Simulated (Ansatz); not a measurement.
A nudged elastic band was laid between two geometries of C2H5BOS2 (11 atoms, charge 0, multiplicity 1).

Theory: RKS PBE-D4/6-31G* (Ansatz).

```json
{"movable images": "5", "climbing image": "yes", "spring": "5.0 eV/Å²", "optimiser": "quadratic models (default)", "start path": "IDPP", "force threshold": "0.05 eV/Å", "iteration limit": "60", "end points": "relaxed"}
```

Image 0:

```xyz
11
Properties=species:S:1:pos:R:3
B 0.242 -0.945 -0.917
C 0.892 -1.581 0.410
O 1.838 -2.233 0.711
S -0.538 -1.026 1.771
S -1.223 -0.012 0.071
C -0.543 1.679 0.259
H -0.265 -1.807 -1.604
H 0.922 -0.145 -1.523
H -1.084 2.195 1.064
H -0.710 2.195 -0.701
H 0.533 1.622 0.479
```

Image 6:

```xyz
11
Properties=species:S:1:pos:R:3
B 0.250 -0.944 -0.916
C 0.888 -1.585 0.415
O 1.828 -2.245 0.721
S -0.544 -1.026 1.769
S -1.223 -0.012 0.065
C -0.546 1.679 0.255
H 0.936 -0.139 -1.508
H -0.251 -1.800 -1.613
H -1.084 2.191 1.066
H -0.720 2.199 -0.701
H 0.531 1.625 0.469
```

(1) What changes between the two ends?

(2) Give the energies along the band, and the barrier.

(3) What is the geometry of the highest image?

(4) What are the harmonic wavenumbers there?

Results:

(1) No bond is made or broken. The dihedral H7–B1–C2–S4 goes from -104 to 122°. The two ends are copies of one structure, up to a mirror image or an exchange of like atoms.

(2) It converged. The highest image is number 3 of 0 to 6, 1.20 eV above the ends, which have the same energy within 2 meV. A vibrational analysis at the climbing image gives one clearly imaginary mode, 261i cm⁻¹: a first-order saddle point.

| image | path coordinate (Å) | energy (eV) | dihedral H7–B1–C2–S4 (°) |
| --- | --- | --- | --- |
| 0 | 0.00 | 0.00 | -104 |
| 1 | 1.31 | 0.10 | -115 |
| 2 | 2.62 | 0.92 | -142 |
| 3 | 3.93 | 1.20 | 169 |
| 4 | 5.28 | 0.95 | 128 |
| 5 | 6.63 | 0.11 | 117 |
| 6 | 7.98 | 0.00 | 122 |

(3) 
```xyz
11
Properties=species:S:1:pos:R:3
B 0.419 -1.479 -1.195
C 0.224 -1.898 0.337
O 0.653 -2.940 0.819
S -0.595 -0.767 1.555
S -1.545 0.777 0.528
C -0.221 2.035 0.398
H 1.141 -2.188 -1.840
H -0.089 -0.503 -1.668
H 0.207 2.258 1.387
H -0.699 2.943 -0.004
H 0.570 1.705 -0.295
```

(4) 261i, 42, 76, 159, 188, 230, 298, 353, 420, 494, 551, 683, 821, 953, 959, 971, 991, 1191, 1333, 1439, 1454, 1680, 2603, 2705, 2994, 3086, 3102 cm⁻¹.

The run took 4.3 min on 2 threads of Arm Neoverse V1, with other jobs on the host, peak memory 0.15 GiB.
